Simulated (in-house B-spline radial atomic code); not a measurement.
# Ionising Ca VI (Ca5+) with different functionals

Computed with a radial B-spline atomic code at the basis-set limit: non-relativistic Hamiltonian, point nucleus, spin-polarised at highest spin, spherical fractional occupations for the functionals, the average over the highest-spin determinants for Hartree-Fock. The ionisation energy is the difference of two self-consistent energies, [Ne] 3s2 3p3 → [Ne] 3s2 3p2, without Breit or QED terms; ε is the level of the shell that loses the electron (its least bound occupied spin orbital).

Hybrids are left out here: with spherical fractional occupations of an open shell their exact exchange keeps a self-interaction that integer-occupation calculations don't have.

| method | rung | ΔSCF (eV) | -ε(3p) (eV) |
| --- | --- | --- | --- |
| Hartree-Fock | Hartree-Fock | 107.27 | 107.82 |
| LDA VWN5 | LDA | 107.73 | 98.13 |
| LDA PW92 | LDA | 107.72 | 98.12 |
| LDA exchange-only | LDA | 106.36 | 96.80 |
| PBE | GGA | 107.84 | 98.27 |
| PBEsol | GGA | 107.72 | 98.14 |
| BLYP | GGA | 107.61 | 97.97 |
| RPBE | GGA | 107.85 | 98.28 |
| PW91 | GGA | 107.94 | 98.36 |
| BP86 | GGA | 107.85 | 98.26 |
| AM05 | GGA | 107.67 | 98.07 |
| OLYP | GGA | 108.15 | 98.55 |
| TPSS | meta-GGA | 108.12 | 98.59 |
| SCAN | meta-GGA | 108.67 | 99.28 |
| r2SCAN | meta-GGA | 108.63 | 99.25 |
| M06-L | meta-GGA | 108.54 | 99.07 |
| revTPSS | meta-GGA | 108.03 | 98.51 |

Q: How do they compare with the NIST value?

A: NIST lists 108.8 eV ± 0.25 (semi-empirical, ground level to ground level). Errors run from -2.42 to -0.11 eV; SCAN is closest (-0.11 eV), though others lie within the uncertainty of it, and part of that can be cancellation, since the calculations leave out relativity, Breit-QED terms, multiplet and fine-structure energies. Hartree-Fock also lacks correlation.
